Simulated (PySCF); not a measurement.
All values below come from PBE-D3(BJ)/def2-TZVP // BP86-D3(BJ)/def2-SVP (PySCF 2.14.0). Gas-phase values, no solvent. One relaxed conformer stands for a flexible species; it need not be the lowest. 

Reference species: [Ta(Cl)3(OH)2] (neutral, multiplicity 1).

```yaml
coordination_number: 5
HOMO: -7.43 eV
```

Changed species: [Ta(OH)5] (5 of 5 Cl replaced by OH; the reference has 2 of 5 Cl replaced by OH).

What does the change do to the coordination number and HOMO?

the coordination number hardly moves; the HOMO goes up by 0.52 eV, to -6.91 eV.
